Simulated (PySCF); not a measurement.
PBE on Sn⁻ (tin, charge -1), [Kr] 4d10 5s2 5p3, high-spin 4S determinant. Computed with PySCF 2.14 in aug-cc-pVQZ-PP with ECP28MDF (7s7p5d3f2g, 92 functions), with a scalar-relativistic core potential.

```
cycle= 1 E= -214.301954590787  delta_E= -0.0106  |g|= 0.0527  |ddm|= 0.916
cycle= 2 E= -214.302072328461  delta_E= -0.000118  |g|= 0.0466  |ddm|= 0.184
cycle= 3 E= -214.302523935651  delta_E= -0.000452  |g|= 0.00473  |ddm|= 0.101
cycle= 4 E= -214.302547608531  delta_E= -2.37e-05  |g|= 0.000739  |ddm|= 0.026
cycle= 5 E= -214.302548695113  delta_E= -1.09e-06  |g|= 6.94e-05  |ddm|= 0.00481
cycle= 6 E= -214.302548705234  delta_E= -1.01e-08  |g|= 1.62e-06  |ddm|= 0.000493
cycle= 7 E= -214.30254870524  delta_E= -5.4e-12  |g|= 1.18e-07  |ddm|= 8.87e-06
converged SCF energy = -214.30254870524  <S^2> = 3.7509231  2S+1 = 4.0004615
```

Highest occupied orbital energy: 0.934 eV; ⟨L²⟩ = 0.00; populations by l: s 4.00, p 9.00, d 10.00, f 0.00.

Task: Can this result be used?

Result: With care. The run converged. Energies and moments cover only the electrons outside the core potential. At PBE the highest occupied level has a positive energy, so only the finite basis holds that electron; in a semilocal or global hybrid functional this comes from self-interaction and does not mean that the real anion is unbound.
